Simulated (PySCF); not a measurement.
# Which determinant of BeS lies lowest?

Unrestricted PBE0; PySCF, spin-free X2C with a Gaussian nucleus, basis sets Be ANO-RCC-VDZP, S ANO-RCC-VDZP. Outer shells of the fragments: Be 2s2; S 3s2 3p4.

Followed along the bond (rough minima from three points):

| 2Ms+1 | unpaired | ⟨S²⟩ at the start | R at minimum (Å) | Te (eV) |
| --- | --- | --- | --- | --- |
| 1 | none | 0.00 | 1.76 | 0.00 |
| 3 | σ ↑, π ↑ | 2.00 | 1.94 | 0.56 |
| 1 | σ ↑, π ↓ | 1.01 | 1.94 | 0.60 |

Solutions found at the starting distance of 1.945 Å, counted from the lowest of them; the search is not exhaustive and high or unbound solutions are not listed, so other states can lie among these:

```csv
2Ms+1,unpaired,term,E (eV),⟨S²⟩,⟨Lz²⟩,μ (D)
1,none,¹Σ⁺,0.00,0.00,0.00,-5.58
3,"σ ↑, π ↑",³Π,0.23,2.00,1.01,-0.62
1,"σ ↑, π ↓",mixed,0.27,1.01,1.01,-0.61
3,σ ↑↑,³Σ⁺,2.02,2.01,0.00,-0.45
3,π ↑↑,mixed,3.12,2.02,2.01,-2.89
3,π ↑↑,mixed,3.43,2.02,2.01,-2.99
```

A term symbol is given only where ⟨S²⟩ and ⟨Lz²⟩ are close to those of a pure state; real π, δ and φ orbitals otherwise mix terms. A positive dipole means Be(−)S(+).

Compare the gap between the two lowest followed solutions at the starting distance with the gap between their minima.

At PBE0 the second solution (triplet, unpaired electrons σ ↑, π ↑) lies +0.23 eV from the first (singlet, closed shell) at 1.945 Å and +0.56 eV at the minima; the two curves relax by different amounts, since their minima lie near 1.94 and 1.76 Å.

Counting both spins, an empty level lies below a filled one in some of these solutions, because spin and occupation are held.
